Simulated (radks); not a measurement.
The numbers below are computed, except where a source is named.
Question: The mercury ion Hg6+ is in [Xe] 4f14 5d6. Level of theory: scalar-relativistic Kohn-Sham, LDA (Slater exchange, Perdew-Wang correlation), spin-polarised, spherical densities, finite nucleus; Fermi nuclear charge, rms radius of each element as measured or else 0.836 A^(1/3) + 0.57 fm (a radial shooting solver on a logarithmic mesh with Libxc functionals). Open shells are filled with parallel spins first. One electron is removed from 5s, 5d, 5p, 4f in turn, with full relaxation. Which removal costs least, and what does each cost?

Answer: 5d 95.938 eV; 5p 159.22 eV; 4f 200.03 eV; 5s 213.45 eV. The 5d electron leaves first.
